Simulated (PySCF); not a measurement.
# Correlation energy of Ge (germanium, neutral)

[Ar] 3d10 4s1 4p3, high-spin 5S determinant (an excited configuration). All numbers are calculated (PySCF 2.14, the non-relativistic Hamiltonian (point nucleus), in def2-TZVPPD (7s5p5d1f, 54 functions)). Frozen: [Ar] 3d10; 4 electrons correlated.

```json
{"level": "CCSD", "correlation energy (mhartree)": "-24.37"}
{"level": "(T)", "correlation energy (mhartree)": "-0.34"}
{"level": "CCSD(T)", "correlation energy (mhartree)": "-24.71"}
```

Diagnostics: T1 = 0.0020, D1 = 0.0053, largest double amplitude 0.033.

Cost of the coupled-cluster step: of the order of 1.1 core-seconds, for 4 correlated electrons.
